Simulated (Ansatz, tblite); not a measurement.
Removing and adding an electron: W(NH)Cl4 (WNCl4H). Charge 0, multiplicity 1. Geometry: PBE-D4/def2-SVP. Ansatz, gas phase; energy differences of separate SCF runs; the oxidised species was run as a doublet alone; the reduced species was run as a doublet alone.

```xyz
7

W     0.1346   -0.0622   -0.2923
N    -0.5708    0.2644    1.2432
H    -0.9916    0.4587    2.1547
Cl   -1.4702   -1.3571   -1.3703
Cl    1.3070   -2.0407    0.0671
Cl    2.1901    1.0239   -0.1954
Cl   -0.5991    1.7129   -1.6071
```

In the def2 sets W takes a core potential; there is no spin–orbit coupling. The xTB rows come from tblite.

Task: Estimate orbital energies and vertical ionisation energies and electron affinities at: GFN1-xTB; GFN2-xTB; PBE-D4/def2-TZVP; PBE-D4/def2-TZVPD; PBE0-D4/def2-TZVP; PBE0-D4/def2-TZVPD.

Result: 
| level | −HOMO (eV) | vertical IE (eV) | −LUMO (eV) | vertical EA (eV) | HOMO–LUMO gap (eV) | IE − EA (eV) | remarks |
| --- | --- | --- | --- | --- | --- | --- | --- |
| GFN1-xTB | 13.16 | 15.29 | 10.26 | 7.73 | 2.90 | 7.56 | – |
| GFN2-xTB | 12.09 | 14.35 | 9.91 | 7.55 | 2.18 | 6.80 | – |
| PBE-D4/def2-TZVP | 7.27 | 9.89 | 5.14 | – | 2.13 | – | – |
| PBE-D4/def2-TZVPD | 7.31 | – | 5.20 | 2.67 | 2.11 | – | restricted SCF unstable in HF (singlet) |
| PBE0-D4/def2-TZVP | 8.60 | 10.43 | 4.57 | – | 4.03 | – | restricted SCF unstable in HF (singlet) |
| PBE0-D4/def2-TZVPD | 8.62 | – | 4.60 | 3.13 | 4.02 | – | restricted SCF unstable in HF (singlet) |

Run but left out: HF/def2-SVP, MP2/def2-SVP, CCSD/def2-SVP, CCSD(T)/def2-SVP (singlet: restricted singlet, unstable towards broken spin symmetry); BHLYP-D4/def2-TZVP, BHLYP-D4/def2-TZVPD (singlet: restricted singlet, unstable in another Hartree–Fock run and untested here).   Raw xTB energy differences between charge states are shifted by several eV; the methods need an empirical correction for them.
